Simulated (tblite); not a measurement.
Record of a relaxation.

C7H12N (doublet state).
SMILES with atom numbers: `[CH3:1][N:2]1[CH2:3][C:4]2[CH2:5][CH2:6][C@@H:7]2[CH2:8]1` (hydrogens: H9, H10, H11 on C1; H12, H13 on C3; H14, H15 on C5; H16, H17 on C6; H18 on C7; H19, H20 on C8)

Computed with GFN2-xTB (tblite), gas phase: L-BFGS steps from a force-field or distance-geometry start until the largest atomic force falls under 0.01 eV/Å. 4 of its 152 geometries are shown.

Step 0: E = -648.2931 eV, largest atomic force 3.704 eV/Å
```
atom  x, y, z in Å  |  force x, y, z in eV/Å
C1      2.588   -0.111   -0.330    0.885   1.418   0.041
N2      1.316    0.082    0.305    0.966  -0.321   0.544
C3      0.529    1.156   -0.272    0.992   1.049   0.944
C4     -0.737    0.811    0.380    1.214   0.090  -3.498
C5     -2.087    0.856   -0.145   -3.027   1.427   1.574
C6     -2.114   -0.603    0.340   -3.068  -0.197  -0.351
C7     -0.776   -0.605   -0.253    0.797  -0.576   2.004
C8      0.470   -1.103    0.324    1.743  -2.133  -1.083
H9      2.850   -1.155   -0.544   -0.158   0.438   0.029
H10     3.349    0.336    0.352   -0.079  -0.439  -0.503
H11     2.575    0.531   -1.248    0.463  -0.781   0.231
H12     0.452    0.918   -1.358    0.090   1.105   0.045
H13     0.937    2.152   -0.058    0.294  -0.262  -0.136
H14    -2.758    1.511    0.420   -0.355   0.387  -0.645
H15    -2.127    0.958   -1.248   -0.387   0.187   0.662
H16    -2.902   -1.218   -0.094   -0.088  -0.436   0.174
H17    -2.159   -0.581    1.445    0.118  -0.419  -0.677
H18    -0.770   -0.512   -1.340   -0.115  -0.665   0.117
H19     0.415   -1.594    1.305   -0.073   0.380  -0.071
H20     0.944   -1.819   -0.395   -0.212  -0.252   0.599
```

Step 50: E = -651.4018 eV, largest atomic force 0.207 eV/Å
```
atom  x, y, z in Å  |  force x, y, z in eV/Å
C1      2.630   -0.075   -0.330   -0.066  -0.001   0.008
N2      1.314    0.065    0.248   -0.067   0.074   0.042
C3      0.571    1.208   -0.279   -0.067   0.126   0.014
C4     -0.742    0.691   -0.740   -0.054   0.088  -0.058
C5     -2.087    0.943   -0.111   -0.041   0.057  -0.013
C6     -2.123   -0.552    0.274   -0.010   0.125   0.034
C7     -0.825   -0.800   -0.531   -0.080   0.062   0.000
C8      0.462   -1.134    0.233   -0.054  -0.016  -0.070
H9      3.097   -0.988    0.034   -0.021  -0.036  -0.016
H10     3.240    0.767    0.000   -0.004   0.017  -0.027
H11     2.615   -0.082   -1.431    0.053  -0.107   0.011
H12     1.137    1.693   -1.088   -0.051  -0.075  -0.064
H13     0.446    1.975    0.497   -0.013  -0.018   0.114
H14    -2.121    1.656    0.719    0.082  -0.036  -0.087
H15    -2.852    1.233   -0.837    0.009  -0.086   0.076
H16    -3.005   -1.102   -0.058    0.131   0.025   0.014
H17    -1.966   -0.703    1.339   -0.081  -0.030   0.035
H18    -1.007   -1.426   -1.406    0.207  -0.002  -0.012
H19     0.221   -1.386    1.273    0.071  -0.075   0.003
H20     0.990   -1.972   -0.221    0.055  -0.091  -0.003
```

Step 101: E = -651.4679 eV, largest atomic force 0.197 eV/Å
```
atom  x, y, z in Å  |  force x, y, z in eV/Å
C1      2.610   -0.025    0.017   -0.182   0.034  -0.066
N2      1.179    0.088    0.186   -0.008  -0.018  -0.093
C3      0.544    1.183   -0.562    0.039   0.020  -0.032
C4     -0.847    0.726   -0.796   -0.035   0.066   0.007
C5     -2.055    0.969    0.072    0.036  -0.027   0.014
C6     -2.081   -0.545    0.358   -0.009  -0.059   0.021
C7     -0.919   -0.772   -0.638   -0.008   0.048   0.074
C8      0.447   -1.160   -0.063    0.040  -0.034   0.040
H9      3.001   -0.722    0.757   -0.022   0.004   0.071
H10     3.049    0.957    0.186    0.069  -0.032   0.004
H11     2.918   -0.392   -0.980   -0.111   0.104   0.028
H12     1.044    1.357   -1.534    0.026  -0.072   0.050
H13     0.611    2.117    0.008   -0.031  -0.080   0.037
H14    -1.908    1.604    0.948    0.073   0.081  -0.096
H15    -2.940    1.319   -0.467    0.109  -0.008   0.019
H16    -3.020   -1.035    0.106    0.073  -0.068   0.007
H17    -1.793   -0.787    1.382   -0.072   0.012  -0.099
H18    -1.177   -1.363   -1.520   -0.043   0.004   0.105
H19     0.346   -1.692    0.893    0.038  -0.028  -0.093
H20     0.986   -1.814   -0.765    0.017   0.053   0.000
```

Step 151: E = -651.5271 eV, largest atomic force 0.008 eV/Å
```
atom  x, y, z in Å  |  force x, y, z in eV/Å
C1      2.525   -0.007    0.192   -0.002   0.000  -0.002
N2      1.087    0.041    0.189   -0.005   0.004   0.004
C3      0.523    1.125   -0.624   -0.001  -0.002   0.000
C4     -0.873    0.689   -0.894   -0.003   0.000   0.001
C5     -2.032    0.995    0.016    0.001   0.004  -0.001
C6     -1.970   -0.475    0.477    0.000   0.001   0.001
C7     -0.959   -0.800   -0.646    0.000   0.000   0.002
C8      0.459   -1.201   -0.250    0.003   0.005   0.003
H9      2.851   -0.800    0.865   -0.001  -0.001  -0.002
H10     2.913    0.942    0.558   -0.002   0.003   0.001
H11     2.950   -0.200   -0.808    0.006  -0.003  -0.003
H12     1.079    1.237   -1.574    0.001   0.000   0.001
H13     0.586    2.070   -0.079    0.003   0.003   0.002
H14    -1.854    1.760    0.773    0.004  -0.001   0.001
H15    -2.956    1.231   -0.511   -0.001   0.003  -0.004
H16    -2.909   -1.023    0.433    0.003  -0.005   0.002
H17    -1.522   -0.578    1.462    0.001  -0.003  -0.001
H18    -1.369   -1.431   -1.434   -0.002  -0.004  -0.004
H19     0.486   -1.930    0.565   -0.004  -0.002   0.005
H20     0.977   -1.633   -1.123    0.000  -0.002  -0.005
```

**Question.** Summarise the path.

**Answer.** The energy falls by 74.58 kcal/mol from step 0 to step 151; nine tenths of that is first reached at step 22. It rises by more than 0.2 meV at steps 19 and 95. The largest force goes from 3.704 to 0.008 eV/Å. Among the bonds C6–C7 changes most, from 1.463 to 1.546 Å; the atoms move by 0.792 Å rms after alignment.

**Question.** Follow the three bonds and two angles with the largest change from start to end.

**Answer.** 
```json
{"step": "0", "E above end (kcal/mol)": "74.58", "largest force (eV/Å)": "3.704", "C6–C7 (Å)": "1.463", "C7–C8 (Å)": "1.461", "C4–C5 (Å)": "1.449", "C3–C4–C7 (°)": "93.2", "C5–C4–C7 (°)": "81.8"}
{"step": "7", "E above end (kcal/mol)": "30.82", "largest force (eV/Å)": "0.872", "C6–C7 (Å)": "1.539", "C7–C8 (Å)": "1.529", "C4–C5 (Å)": "1.502", "C3–C4–C7 (°)": "103.5", "C5–C4–C7 (°)": "90.3"}
{"step": "13", "E above end (kcal/mol)": "20.96", "largest force (eV/Å)": "0.495", "C6–C7 (Å)": "1.559", "C7–C8 (Å)": "1.536", "C4–C5 (Å)": "1.507", "C3–C4–C7 (°)": "109.3", "C5–C4–C7 (°)": "91.8"}
{"step": "20", "E above end (kcal/mol)": "10.75", "largest force (eV/Å)": "0.642", "C6–C7 (Å)": "1.554", "C7–C8 (Å)": "1.535", "C4–C5 (Å)": "1.503", "C3–C4–C7 (°)": "110.7", "C5–C4–C7 (°)": "93.4"}
{"step": "26", "E above end (kcal/mol)": "4.66", "largest force (eV/Å)": "0.174", "C6–C7 (Å)": "1.548", "C7–C8 (Å)": "1.533", "C4–C5 (Å)": "1.504", "C3–C4–C7 (°)": "110.1", "C5–C4–C7 (°)": "93.5"}
{"step": "33", "E above end (kcal/mol)": "4.36", "largest force (eV/Å)": "0.089", "C6–C7 (Å)": "1.547", "C7–C8 (Å)": "1.531", "C4–C5 (Å)": "1.503", "C3–C4–C7 (°)": "110.2", "C5–C4–C7 (°)": "93.3"}
{"step": "39", "E above end (kcal/mol)": "4.21", "largest force (eV/Å)": "0.081", "C6–C7 (Å)": "1.545", "C7–C8 (Å)": "1.531", "C4–C5 (Å)": "1.506", "C3–C4–C7 (°)": "109.9", "C5–C4–C7 (°)": "93.6"}
{"step": "46", "E above end (kcal/mol)": "3.69", "largest force (eV/Å)": "0.213", "C6–C7 (Å)": "1.544", "C7–C8 (Å)": "1.531", "C4–C5 (Å)": "1.508", "C3–C4–C7 (°)": "110.0", "C5–C4–C7 (°)": "92.9"}
{"step": "53", "E above end (kcal/mol)": "2.50", "largest force (eV/Å)": "0.158", "C6–C7 (Å)": "1.547", "C7–C8 (Å)": "1.534", "C4–C5 (Å)": "1.503", "C3–C4–C7 (°)": "110.6", "C5–C4–C7 (°)": "93.2"}
{"step": "59", "E above end (kcal/mol)": "2.22", "largest force (eV/Å)": "0.077", "C6–C7 (Å)": "1.548", "C7–C8 (Å)": "1.532", "C4–C5 (Å)": "1.505", "C3–C4–C7 (°)": "110.0", "C5–C4–C7 (°)": "93.4"}
{"step": "66", "E above end (kcal/mol)": "2.18", "largest force (eV/Å)": "0.017", "C6–C7 (Å)": "1.546", "C7–C8 (Å)": "1.531", "C4–C5 (Å)": "1.506", "C3–C4–C7 (°)": "109.8", "C5–C4–C7 (°)": "93.3"}
{"step": "72", "E above end (kcal/mol)": "2.17", "largest force (eV/Å)": "0.014", "C6–C7 (Å)": "1.547", "C7–C8 (Å)": "1.530", "C4–C5 (Å)": "1.505", "C3–C4–C7 (°)": "109.9", "C5–C4–C7 (°)": "93.3"}
{"step": "79", "E above end (kcal/mol)": "2.17", "largest force (eV/Å)": "0.011", "C6–C7 (Å)": "1.546", "C7–C8 (Å)": "1.530", "C4–C5 (Å)": "1.505", "C3–C4–C7 (°)": "109.9", "C5–C4–C7 (°)": "93.3"}
{"step": "85", "E above end (kcal/mol)": "2.16", "largest force (eV/Å)": "0.018", "C6–C7 (Å)": "1.546", "C7–C8 (Å)": "1.530", "C4–C5 (Å)": "1.506", "C3–C4–C7 (°)": "109.9", "C5–C4–C7 (°)": "93.3"}
{"step": "92", "E above end (kcal/mol)": "2.08", "largest force (eV/Å)": "0.114", "C6–C7 (Å)": "1.542", "C7–C8 (Å)": "1.526", "C4–C5 (Å)": "1.506", "C3–C4–C7 (°)": "110.2", "C5–C4–C7 (°)": "93.3"}
{"step": "98", "E above end (kcal/mol)": "1.69", "largest force (eV/Å)": "0.113", "C6–C7 (Å)": "1.548", "C7–C8 (Å)": "1.531", "C4–C5 (Å)": "1.505", "C3–C4–C7 (°)": "110.0", "C5–C4–C7 (°)": "93.3"}
{"step": "105", "E above end (kcal/mol)": "1.00", "largest force (eV/Å)": "0.191", "C6–C7 (Å)": "1.541", "C7–C8 (Å)": "1.535", "C4–C5 (Å)": "1.503", "C3–C4–C7 (°)": "108.6", "C5–C4–C7 (°)": "93.5"}
{"step": "112", "E above end (kcal/mol)": "0.61", "largest force (eV/Å)": "0.089", "C6–C7 (Å)": "1.544", "C7–C8 (Å)": "1.532", "C4–C5 (Å)": "1.506", "C3–C4–C7 (°)": "108.6", "C5–C4–C7 (°)": "93.2"}
{"step": "118", "E above end (kcal/mol)": "0.49", "largest force (eV/Å)": "0.095", "C6–C7 (Å)": "1.543", "C7–C8 (Å)": "1.531", "C4–C5 (Å)": "1.504", "C3–C4–C7 (°)": "108.9", "C5–C4–C7 (°)": "93.3"}
{"step": "125", "E above end (kcal/mol)": "0.40", "largest force (eV/Å)": "0.043", "C6–C7 (Å)": "1.543", "C7–C8 (Å)": "1.530", "C4–C5 (Å)": "1.505", "C3–C4–C7 (°)": "108.8", "C5–C4–C7 (°)": "93.4"}
{"step": "131", "E above end (kcal/mol)": "0.29", "largest force (eV/Å)": "0.057", "C6–C7 (Å)": "1.547", "C7–C8 (Å)": "1.531", "C4–C5 (Å)": "1.503", "C3–C4–C7 (°)": "108.4", "C5–C4–C7 (°)": "93.6"}
{"step": "138", "E above end (kcal/mol)": "0.10", "largest force (eV/Å)": "0.079", "C6–C7 (Å)": "1.547", "C7–C8 (Å)": "1.528", "C4–C5 (Å)": "1.505", "C3–C4–C7 (°)": "108.7", "C5–C4–C7 (°)": "93.4"}
{"step": "144", "E above end (kcal/mol)": "0.01", "largest force (eV/Å)": "0.036", "C6–C7 (Å)": "1.546", "C7–C8 (Å)": "1.526", "C4–C5 (Å)": "1.505", "C3–C4–C7 (°)": "108.4", "C5–C4–C7 (°)": "93.3"}
{"step": "151", "E above end (kcal/mol)": "0.00", "largest force (eV/Å)": "0.008", "C6–C7 (Å)": "1.546", "C7–C8 (Å)": "1.526", "C4–C5 (Å)": "1.505", "C3–C4–C7 (°)": "108.2", "C5–C4–C7 (°)": "93.3"}
```

The cost below is that of the whole relaxation. On one thread of an Arm Neoverse V1, no GPU, shared host with 32 logical CPUs at a one-minute load of 10, this took 1.0 s of wall time.
